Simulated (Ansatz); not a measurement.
Relaxation of ClGaH₂O (5 atoms, charge 0, multiplicity 1), to a largest force component of 0.03 eV/Å in at most 50 steps.

The calculation used RKS r2SCAN-D4/def2-SVP (Ansatz 0.2.0).

```xyz
5
Properties=species:S:1:pos:R:3:forces:R:3
Ga -0.086 0.350 -1.055 -0.03 0.00 -0.03
Cl 1.681 -0.373 1.807 0.32 0.54 -0.93
H 2.056 0.269 0.700 -0.32 -0.55 0.95
O -1.744 -0.318 -0.918 0.03 0.01 0.01
H -2.199 -0.774 -0.201 0.00 -0.01 0.01
```

Question: Where does it end, and by what steps?

Answer: The forces met the threshold. After 8 steps the energy has fallen by 0.042 eV; Cl2 moved furthest, 0.39 Å.

```json
{"step": "0", "energy less start (eV)": "0.0000", "largest force component (eV/Å)": "0.947", "accepted": "yes"}
{"step": "1", "energy less start (eV)": "-0.0139", "largest force component (eV/Å)": "0.516", "accepted": "yes"}
{"step": "2", "energy less start (eV)": "-0.0183", "largest force component (eV/Å)": "0.662", "accepted": "yes"}
{"step": "3", "energy less start (eV)": "-0.0357", "largest force component (eV/Å)": "0.338", "accepted": "yes"}
{"step": "4", "energy less start (eV)": "-0.0395", "largest force component (eV/Å)": "0.100", "accepted": "yes"}
{"step": "5", "energy less start (eV)": "-0.0408", "largest force component (eV/Å)": "0.049", "accepted": "yes"}
{"step": "6", "energy less start (eV)": "-0.0416", "largest force component (eV/Å)": "0.050", "accepted": "yes"}
{"step": "7", "energy less start (eV)": "-0.0419", "largest force component (eV/Å)": "0.031", "accepted": "yes"}
{"step": "8", "energy less start (eV)": "-0.0420", "largest force component (eV/Å)": "0.014", "accepted": "yes"}
```

```xyz
5
Properties=species:S:1:pos:R:3
Ga -0.173 0.423 -1.301
Cl 1.358 -0.382 1.587
H 2.266 0.242 0.919
O -1.735 -0.332 -0.835
H -2.008 -0.798 -0.037
```

Whether the end is a true minimum wasn't checked by a vibrational analysis.

Time of the run: 16 s on 2 threads of Intel(R) Xeon(R) Platinum 8259CL CPU @ 2.50GHz (Skylake/Cascade Lake) (shared host), peak memory 0.17 GiB.
